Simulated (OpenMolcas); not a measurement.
Tc: effect of the active space

```
Program             : OpenMolcas
Method              : SS-CASPT2 or its RAS form, IPEA 0.25 Eh, imaginary shift 0.1 Eh
Basis               : ANO-RCC-VTZP
Scalar Hamiltonian  : DKH2, point nucleus
Spin-orbit coupling : state interaction with AMFI integrals over the reference wave functions, term energies averaged over their components
```

A. 5 electrons in 5 orbitals (4d); 2S+1 = 6 even, 1 root; 2S+1 = 4 even, 24 roots; 2S+1 = 2 even, 75 roots (58 in the spin-orbit step); closed shells correlated: 4s 4p 5s; CASPT2 step of the order of 23 core-seconds
B. 7 electrons in 9 orbitals (RAS2 4d 5s; RAS3 5p, at most 2 electrons); 2S+1 = 6 even, 6 roots; 2S+1 = 4 even, 64 roots kept (CI in the orbitals of an earlier block); 2S+1 = 2 even, 83 roots kept (CI in the orbitals of an earlier block); 2S+1 = 6 odd, 44 roots; 2S+1 = 8 odd, 3 roots kept (CI in the orbitals of an earlier block); 2S+1 = 4 odd, 10 roots kept (CI in the orbitals of an earlier block); closed shells correlated: 4s 4p; CASPT2 step about 10 core-minutes

Energies in cm-1 above 4d5 5s2 6S 5/2.

```json
{"Level": "4d5 5s2 6S 5/2", "A": "0.0", "B": "0.0"}
{"Level": "4d5 5s2 4G 5/2", "A": "19190", "B": "19720"}
{"Level": "4d5 5s2 4G 7/2", "A": "19330", "B": "19720"}
{"Level": "4d5 5s2 4G 11/2", "A": "19380", "B": "19690"}
{"Level": "4d5 5s2 4G 9/2", "A": "19420", "B": "19700"}
{"Level": "4d5 5s2 4D 7/2", "A": "22120", "B": "24250"}
{"Level": "4d5 5s2 2I 11/2", "A": "28790", "B": "30030"}
{"Level": "4d5 5s2 2I 13/2", "A": "29120", "B": "30040"}
```

The spin-orbit steps hold different terms of 4d5 5s2 (B lacks 2D, a 2F, 2G, 2H, 2S), which shifts levels as well.

Between A and B the level of the table that moves most is 4d5 5s2 4D 7/2, by 2100 cm-1 (lowest in A, highest in B). Moves below CASPT2's spread within the term are not significant.

Term energies are means over components that CASPT2 splits; among the terms shown or strongly mixed into the levels shown the widest spread is 320 cm-1 (4d5 5s2 2I, A). Some high roots are left out of the spin-orbit mixing, which shifts the levels that they would mix with (holds for A). With the s shell closed, the reference lacks s² → p², s² → d² and s → d mixing, so excited terms can stand far too high and out of order, with CASPT2 too (holds for A). Terms from blocks run as CI alone lack orbitals of their own (holds for B). Configurations are named by rounded mean occupations; where the s occupation lies near a half they are strongly mixed, a name can repeat and a true partner stay unpaired (holds for B). Levels of configurations outside the active space are missing. Levels that lie high or do not pair safely by name in every column are left out.
